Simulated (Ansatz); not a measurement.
```yaml
crystal:
  periodic: [false, false, false]
  atoms:
    - {symbol: B, position_ang: [-0.002761, -1.806788, -2.567613]}
    - {symbol: As, position_ang: [-1.675582, -0.800081, -3.210172]}
    - {symbol: As, position_ang: [-0.001067, -1.751934, -0.478902]}
    - {symbol: B, position_ang: [-1.717554, -0.867097, 0.269141]}
    - {symbol: B, position_ang: [0.000211, -1.892752, 3.059971]}
    - {symbol: As, position_ang: [-1.617753, -0.819604, 2.349796]}
    - {symbol: B, position_ang: [-2.052745, 1.101393, -2.534842]}
    - {symbol: As, position_ang: [-1.670335, 1.059291, -0.493868]}
    - {symbol: B, position_ang: [-1.707568, 1.119186, 3.062289]}
    - {symbol: As, position_ang: [1.668294, -0.799135, -3.213803]}
    - {symbol: B, position_ang: [1.717342, -0.869413, 0.267396]}
    - {symbol: As, position_ang: [1.619096, -0.822007, 2.348196]}
    - {symbol: B, position_ang: [2.053166, 1.100123, -2.536067]}
    - {symbol: As, position_ang: [1.672111, 1.057231, -0.495005]}
    - {symbol: B, position_ang: [0.001796, 2.067304, 0.189505]}
    - {symbol: B, position_ang: [1.711974, 1.116539, 3.060962]}
    - {symbol: As, position_ang: [0.002558, 1.985531, 2.282603]}
    - {symbol: H, position_ang: [-0.002454, -2.942594, -2.997291]}
    - {symbol: H, position_ang: [-2.827685, -1.730757, -2.923788]}
    - {symbol: H, position_ang: [-1.713424, -0.862688, -4.723937]}
    - {symbol: H, position_ang: [-0.001778, -3.208232, -0.082635]}
    - {symbol: H, position_ang: [-2.700186, -1.461273, -0.137583]}
    - {symbol: H, position_ang: [-0.000942, -3.019763, 2.588552]}
    - {symbol: H, position_ang: [0.000991, -1.846225, 4.279137]}
    - {symbol: H, position_ang: [-2.876089, -1.541775, 2.789532]}
    - {symbol: H, position_ang: [-3.231003, 1.333621, -2.735342]}
    - {symbol: H, position_ang: [-1.278279, 1.834637, -3.117416]}
    - {symbol: H, position_ang: [-2.853215, 1.759605, 0.127603]}
    - {symbol: H, position_ang: [-2.708729, 1.678169, 2.644474]}
    - {symbol: H, position_ang: [-1.599380, 1.093641, 4.277826]}
    - {symbol: H, position_ang: [1.700136, -0.858321, -4.727824]}
    - {symbol: H, position_ang: [2.820382, -1.731856, -2.934150]}
    - {symbol: H, position_ang: [2.698788, -1.464877, -0.140343]}
    - {symbol: H, position_ang: [2.876674, -1.545985, 2.787105]}
    - {symbol: H, position_ang: [1.282006, 1.838035, -3.117005]}
    - {symbol: H, position_ang: [3.232466, 1.326804, -2.736919]}
    - {symbol: H, position_ang: [2.856149, 1.755894, 0.126121]}
    - {symbol: H, position_ang: [0.002419, 3.209207, -0.227311]}
    - {symbol: H, position_ang: [1.604393, 1.090781, 4.276548]}
    - {symbol: H, position_ang: [2.713705, 1.674232, 2.642804]}
    - {symbol: H, position_ang: [0.003841, 3.441922, 2.702275]}
basis:
  gaussian: {orbitals: def2-SVP, fitting: {mean_field: def2-universal-jkfit}}
total_charge: -1
magnetization: {spin_polarized: true, initial_magnetization: 0}
hamiltonian: {xc: {name: r2SCAN}, dispersion: d3bjatm}
scf: {omitted_lower_state_checks: [starts]}
output: {forces: true}
```

```sh
$ ansatz run in.yaml --threads 2 --pin off --events-out ev --progress --plain --max-ram 22528MiB --backend cuda --devices 0, --max-vram 18GiB
```

Shortened log:

```
Functional definition: r2SCAN
3235 factors; integrals over basis functions are off by at most 3.1e-1 eV
mean field evaluation 1: about -493130.4390 eV, gradient 5.6e1 eV
mean field evaluation 2: about -493124.7684 eV, gradient 6.7e1 eV
mean field evaluation 4: about -493147.1908 eV, gradient 5.4e0 eV
mean field evaluation 8: about -493147.3722 eV, gradient 5.4e-1 eV
mean field evaluation 16: about -493147.3739 eV, gradient 1.5e-4 eV
mean field -493147.37391803 eV, -18122.8317241920 hartree, gradient 4.2e-5 eV, S^2 0.000000; 0 other end points of the search recorded, 0 dependent functions left out
reference -493147.37394167 eV, -18122.8317250608 hartree; 167, 167 occupied and 335, 335 virtual orbitals, 3235 factors
Total energy: -493148.21789648 eV, -18122.8627398278 hartree
Atom 0 force     0.000014    -0.001299    -0.004987 eV/Å
Atom 1 force     0.007543     0.007988     0.003459 eV/Å
Atom 2 force    -0.000052    -0.008154    -0.005291 eV/Å
Atom 3 force    -0.006155     0.007054     0.027825 eV/Å
Atom 4 force     0.000064    -0.003980     0.018980 eV/Å
Atom 5 force    -0.003013    -0.004769    -0.011520 eV/Å
Atom 6 force    -0.003248     0.014129     0.007398 eV/Å
Atom 7 force     0.002186    -0.000781    -0.013054 eV/Å
Atom 8 force    -0.007854     0.002376     0.013904 eV/Å
Atom 9 force    -0.007526     0.008744     0.004297 eV/Å
Atom 10 force     0.006444     0.006723     0.027579 eV/Å
Atom 11 force     0.002949    -0.004773    -0.011433 eV/Å
Atom 12 force     0.003305     0.013560     0.007734 eV/Å
Atom 13 force    -0.002325    -0.000974    -0.013403 eV/Å
Atom 14 force    -0.000415    -0.001689     0.003974 eV/Å
Atom 15 force     0.007984     0.002448     0.013966 eV/Å
Atom 16 force    -0.000053     0.011091     0.001129 eV/Å
Atom 17 force    -0.000259     0.002371     0.001653 eV/Å
Atom 18 force    -0.008705    -0.006026    -0.006469 eV/Å
Atom 19 force     0.003496    -0.005744    -0.020696 eV/Å
Atom 20 force    -0.000112    -0.006360     0.012714 eV/Å
Atom 21 force     0.000014    -0.003246     0.003525 eV/Å
Atom 22 force     0.000023    -0.014656    -0.007779 eV/Å
Atom 23 force    -0.000082     0.009047    -0.009739 eV/Å
Atom 24 force     0.000724     0.000970     0.000815 eV/Å
Atom 25 force    -0.002175    -0.000841    -0.004796 eV/Å
Atom 26 force    -0.000331    -0.004904    -0.006596 eV/Å
Atom 27 force     0.004075     0.001483     0.015108 eV/Å
Atom 28 force    -0.011246     0.002693     0.000344 eV/Å
Atom 29 force    -0.001778    -0.002107    -0.017180 eV/Å
Atom 30 force    -0.002915    -0.006186    -0.021000 eV/Å
Atom 31 force     0.008816    -0.006661    -0.006259 eV/Å
Atom 32 force    -0.000035    -0.003176     0.003577 eV/Å
Atom 33 force    -0.000525     0.001072     0.000670 eV/Å
Atom 34 force    -0.000039    -0.005129    -0.007183 eV/Å
Atom 35 force     0.002180    -0.000686    -0.004885 eV/Å
Atom 36 force    -0.003996     0.001569     0.014903 eV/Å
Atom 37 force    -0.000046    -0.000235     0.000741 eV/Å
Atom 38 force     0.001867    -0.002015    -0.017122 eV/Å
Atom 39 force     0.011160     0.002830     0.000209 eV/Å
Atom 40 force     0.000041    -0.001758     0.004891 eV/Å
Dipole moment:    -0.002395    -0.726040    -1.716433 e Å
Checks for a lower state left out: starts
```

It took 15 s on 2 threads of AMD EPYC 7R13 on a shared host and a share (18 GiB) of an NVIDIA H100 80GB HBM3, peak host memory 1.4 GiB.

The highest occupied level of an anion often lies above zero with these methods, and sets without diffuse functions describe the outer electron poorly.

The dipole of an ion depends on the origin.
